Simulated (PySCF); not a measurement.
## Electron correlation in V(2+) (vanadium, charge +2)

[Ar] 3d3, high-spin 4F determinant. Computed with PySCF 2.14 in x2c-QZVPPall (11s7p5d3f2g, 96 functions), with the spin-free X2C one-electron Hamiltonian (Gaussian nucleus). Frozen: [Ar]; 3 electrons correlated.

```json
{"level": "CCSD", "correlation energy (mhartree)": "-22.65"}
{"level": "(T)", "correlation energy (mhartree)": "-0.11"}
{"level": "CCSD(T)", "correlation energy (mhartree)": "-22.76"}
```

Diagnostics: T1 = 0.0030, D1 = 0.0043, largest double amplitude 0.015.

**Question.** Is a single reference adequate?

**Answer.** Yes: T1 lies below 0.03 and no double amplitude reaches 0.07.
